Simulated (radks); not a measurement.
The numbers below are computed, except where a source is named.
Question: Hg III, configuration [Xe] 4f14 5d10. Level of theory: scalar-relativistic Kohn-Sham, BLYP, spin-polarised, spherical densities, point nucleus (a radial shooting solver on a logarithmic mesh with Libxc functionals). Some entries of the table are withheld. Estimate them.

| orbital | occ. | eigenvalue (eV) | r(max) (bohr) | <r> (bohr) |
|---|---|---|---|---|
| 1s | 2 | -83215.45 | 0.01022 | 0.01658 |
| 2s | 2 | -14764.05 | 0.05913 | 0.06991 |
| 2p | 6 | -12732.06 | 0.04906 | (1) |
| 3s | 2 | -3517.918 | 0.1667 | 0.1806 |
| 3p | 6 | -2931.018 | 0.1664 | 0.1821 |
| 3d | 10 | -2314.125 | 0.1355 | 0.1650 |
| 4s | 2 | (2) | 0.3756 | 0.3992 |
| 4p | 6 | -595.7934 | 0.3957 | 0.4255 |
| 4d | 10 | -367.7688 | 0.4027 | 0.4490 |
| 5s | 2 | -137.3894 | 0.8271 | 0.9012 |
| 4f | 14 | -114.9746 | 0.3664 | 0.4826 |
| 5p | 6 | (3) | 0.9279 | 1.039 |
| 5d | 10 | -28.6650 | 1.160 | 1.446 |

Answer: 
(1) 2p <r> (bohr): 0.06328
(2) 4s eigenvalue (eV): -788.1601
(3) 5p eigenvalue (eV): -85.6831
